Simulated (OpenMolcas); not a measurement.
**Pd3+: moving or changing the point charges**

Pd3+ among 4 point charges of -1 e arranged as a square (D4h), 1.88 Å from the ion.
```
   1.8800    0.0000    0.0000  -1.00
   0.0000    1.8800    0.0000  -1.00
  -1.8800    0.0000    0.0000  -1.00
   0.0000   -1.8800    0.0000  -1.00
```

```yaml
Program: OpenMolcas 26.06
Method: CASSCF
Basis: ANO-RCC-VDZP [6s5p3d1f]
Scalar_Hamiltonian: DKH2, point nucleus
Active_space: 7 electrons in 5 orbitals (4d)
State_averaging: 2S+1 = 4 even, 10 roots; 2S+1 = 2 even, 40 roots
Spin-orbit_coupling: RASSI with atomic mean-field integrals over the reference wave functions
```

Runs around this geometry, states (labels of D4, the rotations of D4h). Energies in cm-1 above the lowest state or level, χT in cm3 K/mol.

```csv
R (Å),q (e),Ground state,First state of that spin,First gap with spin-orbit (degeneracies),χT at 300 K,First state of another spin
1.88,-0.8,4A2,4E 1026,"443.6 (2, 2)",4.379,2A1 14450
1.79,-1,4A2,4E 1158,"509.8 (2, 2)",4.131,2A1 12769
1.88,-1,4A2,4E 1062,"477.7 (2, 2)",4.253,2A1 13724
2.06,-1,4A2,4E 863.6,"406.2 (2, 2)",4.479,2A1 14946
```

Taking the first state of the same spin as R^-n, n = -ln(863.6 / 1158) / ln(2.06 / 1.79) = 2.1 between the shortest and longest distance.

Scaling the charges by -0.8 / -1 = 0.80 scales the first state of the same spin by 1026 / 1062 = 0.97; with fixed orbitals a first-order splitting would follow the charge.

Without dynamic correlation the repulsion within the d shell is too large (B by tens of per cent), so at a given field states of lower spin stand too high. This shell can be high or low spin here, a state of another spin lies low, and with metal d orbitals alone active their balance is uncertain, so the ground spin may be wrong. Point charges give a weaker field than real ligands, and real ions of this kind are as a rule low spin; the high spin found here belongs to the model. Spin-orbit coupling mixes the spin-free states strongly: the lowest level takes only 60 % from its leading state, 4A2 (figures for R = 1.88, q = -0.8; the like holds for R = 1.79, q = -1, R = 1.88, q = -1, R = 2.06, q = -1). This is an electrostatic model: the charges have no orbitals. No measured value stands beside these numbers.
